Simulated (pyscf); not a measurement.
# Cl–Sb=Te, singlet

Gas-phase minimum from PySCF at ωB97X-D3(BJ)/def2-SVP, one conformer. 

SMILES: [Cl][Sb]=[Te]
```xyz
3

Cl     1.4472     2.4926    -0.0140
Sb     1.1722     0.2857    -0.8535
Te    -0.5385    -0.7669     0.6259
```
Charge 0, spin multiplicity 1.

Bond lengths (Å): Cl1–Sb2 2.377, Sb2–Te3 2.495. Angles (°): Cl1–Sb2–Te3 105.2.

Properties at ωB97X-D3(BJ)/def2-SVP:

```json
{
 "harmonic_wavenumbers_unscaled": "108, 299, 369 cm⁻¹",
 "zero_point_energy": "1.1 kcal/mol",
 "rotational_symmetry_number": "1",
 "Entropy of this conformer at 298 K and 1 atm, rigid rotor and harmonic oscillator, modes under 100 cm⁻¹ raised to 100": "325.1 J/(mol K)",
 "dipole_moment": "2.37 D"
}
```

Single-point totals, which compare only within one level (frozen core for MP2 and CC):

```csv
level,total energy (hartree)
ωB97X-D3(BJ)/def2-TZVP,-968.72997
PBE/def2-TZVP,-968.37752
r²SCAN/def2-TZVP,-968.73791
B3LYP-D3(BJ)/def2-TZVP,-968.76096
PBE0-D3(BJ)/def2-TZVP,-968.43767
M06-2X/def2-TZVP,-968.37953
ωB97M-D3(BJ)/def2-TZVP,-968.72425
HF/def2-TZVPP,-965.84198
MP2/def2-TZVPP,-966.82669
CCSD/def2-TZVPP,-966.79924
CCSD(T)/def2-TZVPP,-966.83501
```

The CCSD(T) − MP2 part came from Ansatz, without density fitting, on the same reference. The frozen core leaves the outer d or s,p core shells of the metals and heavy elements correlated in the MP2 and CC values, and def2-TZVPP describes them poorly, so these totals are far from the basis limit. Elements past Kr carry the def2 core potentials, without spin-orbit coupling.
